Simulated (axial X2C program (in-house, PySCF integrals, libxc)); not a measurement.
## Working with the constants of ZnH⁺

A bond curve at the CCSD(T) level, with spin–orbit coupling, was computed with an in-house all-electron X2C program for linear molecules (integrals from PySCF) (basis Zn dyall-cv3z [9s10p6d3f2g], H dyall-v3z [6s2p1d] (cores contracted in-house)) for the state Ω = 0 (closed shell). Its fit gives Re = 1.5068 Å, ωe = 1947.4 cm⁻¹, ωexe = 39.1 cm⁻¹ and αe = 2.477e-01 cm⁻¹; the masses are 63.9291 and 1.0078 u. Two-component means X2C with spin–orbit coupling and atomic mean-field Coulomb and Gaunt terms.

Correlated methods: 12 electrons correlated (number of frozen shells: Zn 3 s, 2 p; H none), 180 virtual spin orbitals or spinors in MP2, 90 natural virtuals in coupled cluster.

Problem. Find the reduced mass, Be and the force constant.

Solution. From the CCSD(T) values: μ = 0.9922 u. Be = 16.8576/(μ Re²) = 7.483 cm⁻¹. k = 5.8918×10⁻⁷ μ ωe² = 2.22 mdyn/Å.

Problem. Estimate the centrifugal constant by the Kratzer relation.

Solution. D = 4Be³/ωe² = 4.42e-04 cm⁻¹.

Problem. Scale the constants to the deuteride (D 2.0141 u) within the Born–Oppenheimer picture.

Solution. ρ = √(μH/μD) = 0.7128; ωe = 1388.2, ωexe = 19.9, Be = 3.803 cm⁻¹; the zero-point energy falls by 275 cm⁻¹.

Problem. A Morse curve ties αe to the other constants (Pekeris). How well does that hold?

Solution. αe(Morse) = 6Be²/ωe × (√(ωexe/Be) − 1) = 2.219e-01 cm⁻¹; the CCSD(T) curve gives 2.477e-01 cm⁻¹, a ratio of 0.90.

Problem. Give B0, the J = 1←0 line in GHz and the most populated J at 300 K (kT = 208.5 cm⁻¹).

Solution. B0 = Be − αe/2 = 7.36 cm⁻¹; 2B0 = 441.3 GHz; J(max) ≈ √(kT/2B0) − 1/2 = 3.3, so J = 3.

The state is a single determinant with fixed occupations, the lowest that a limited PBE0 search found. CCSD and (T) use frozen natural virtuals with an MP2 correction for the truncation; (T) itself is uncorrected, so its De runs slightly low.
